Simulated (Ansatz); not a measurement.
CH8AlSbSi, SMILES `C[SiH]([AlH2])[SbH2]`, relaxed with RKS PBE-D4/def2-SVP in Ansatz from a rough embedded geometry. The force threshold is 0.03 eV/Å; the program also tests the step.

Total charge 0; spin multiplicity 1. Sb: def2 effective core potential.

Start:

```xyz
12

C     0.273   -0.896   -1.177
Si    0.437   -0.255    0.509
Al    1.051    2.005    0.416
Sb   -1.811   -0.418    1.667
H     0.039   -1.990   -1.178
H    -0.465   -0.351   -1.801
H     1.272   -0.791   -1.737
H     1.455   -0.961    1.245
H     2.359    2.473   -0.291
H     0.028    3.124    1.044
H    -2.643    0.177    0.256
H    -1.996   -2.117    1.046
```

| step | energy (eV) | largest force (eV/Å) | largest move (Å) |
| --- | --- | --- | --- |
| 1 | -22163.7104 | 2.124 | 0.000 |
| 2 | -22163.9732 | 0.983 | 0.191 |
| 3 | -22163.9896 | 1.226 | 0.200 |
| 4 | -22164.0846 | 0.188 | 0.143 |
| 5 | -22164.0986 | 0.043 | 0.111 |
| 6 | -22164.1056 | 0.029 | 0.176 |
| 7 | -22164.1098 | 0.160 | 0.195 |
| 8 | -22164.1129 | 0.117 | 0.048 |
| 9 | -22164.1202 | 0.054 | 0.189 |
| 10 | -22164.1224 | 0.147 | 0.195 |
| 11 | -22164.1244 | 0.140 | 0.069 |
| 12 | -22164.1286 | 0.029 | 0.114 |
| 13 | -22164.1298 | 0.049 | 0.116 |
| 14 | -22164.1307 | 0.087 | 0.074 |
| 15 | -22164.1315 | 0.055 | 0.062 |
| 16 | -22164.1324 | 0.030 | 0.072 |
| 17 | -22164.1329 | 0.028 | 0.079 |

End:

```xyz
12

C     0.478   -1.107   -1.204
Si    0.422   -0.226    0.482
Al    0.971    2.159    0.464
Sb   -1.975   -0.410    1.557
H     0.140   -2.159   -1.106
H    -0.188   -0.596   -1.929
H     1.508   -1.104   -1.617
H     1.300   -0.967    1.470
H     1.077    2.980   -0.915
H     1.137    2.947    1.853
H    -2.664    0.416    0.191
H    -2.206   -1.934    0.755
```

Hardware: 4 threads of a server CPU on a shared host. Wall time 35 s, peak host memory 0.19 GiB.
